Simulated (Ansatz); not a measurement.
Relaxation of BH3O2S (7 atoms, charge 0, multiplicity 1), to a largest force component of 0.015 eV/Å in at most 40 steps.

The calculation used RKS PBE0/def2-SVP (Ansatz 0.2.0).

```xyz
7
Properties=species:S:1:pos:R:3:forces:R:3
O -0.805 1.194 0.232 1.58 0.36 -2.11
B -0.071 0.006 0.209 -1.91 -0.79 -0.74
O -0.609 -1.125 -0.477 1.32 1.76 -0.53
S 1.553 -0.181 1.069 0.23 -0.11 0.86
H -0.554 1.725 -0.603 -0.82 -1.05 2.07
H -0.296 -1.064 -1.416 -0.57 -0.40 1.12
H 0.987 -0.559 2.268 0.18 0.22 -0.66
```

Task: Where does it end, and by what steps?

Result: It converged. After 11 steps the energy has fallen by 1.641 eV; O3 moved furthest, 0.81 Å.

```
step  energy less start (eV)  largest force component (eV/Å)  accepted
   0                  0.0000                           2.112       yes
   1                 -0.1916                           1.204       yes
   2                 -0.3129                           0.424       yes
   3                 -0.6118                           2.240       yes
   4                 -0.5191                           3.295        no
   5                 -0.8671                           1.515       yes
   6                 -1.0942                           1.072       yes
   7                 -1.3469                           0.800       yes
   8                 -1.5762                           0.495       yes
   9                 -1.6405                           0.073       yes
  10                 -1.6399                           0.079        no
  11                 -1.6409                           0.008       yes
```

```xyz
7
Properties=species:S:1:pos:R:3
O -0.472 1.224 0.429
B -0.026 -0.010 0.088
O -0.464 -0.587 -1.065
S 1.156 -0.866 1.194
H -1.085 1.569 -0.232
H -0.106 -1.463 -1.237
H 1.201 0.127 2.105
```

Whether the end is a true minimum wasn't checked by a vibrational analysis.

Time of the run: 32 s on 1 CPU thread of a shared host.
